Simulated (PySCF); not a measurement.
Mo²⁺ (molybdenum, charge +2): UHF calculation

Configuration: [Kr] 4d4, high-spin 5D determinant. Calculation: PySCF 2.14, in def2-TZVP with the def2 core potential (28 electrons); a scalar-relativistic core potential.

```json
{"Total energy": "-66.779701 hartree", "One-electron energy": "-107.3880 hartree", "Hartree (Coulomb) energy": "47.5628 hartree", "Exchange energy": "-6.9546 hartree", "⟨S²⟩": "6.0024", "⟨L²⟩": "6.021", "Sum of ⟨r⟩": "16.65 bohr", "Sum of ⟨r²⟩": "27.06 bohr²", "Traceless quadrupole moment −½Σ⟨3z² − r²⟩ along its main axis": "-0.987 e·bohr²", "Time after the integrals": "0.14 s of wall time on 1 thread of Neoverse-V1 (shared host)"}
```

| shell | electrons | mean orbital energy (hartree) | spread (hartree) | rms radius, mean of both spins (bohr) |
| --- | --- | --- | --- | --- |
| 4s α | 1 | -3.73948 | 0 | 1.19 |
| 4s β | 1 | -3.52691 | 0 | 1.19 |
| 4p α | 3 | -2.61739 | 0.03510 | 1.32 |
| 4p β | 3 | -2.33500 | 0.05674 | 1.32 |
| 4d α | 4 | -1.01197 | 0.04723 | 1.85 |

Energies and moments cover only the electrons outside the core potential.
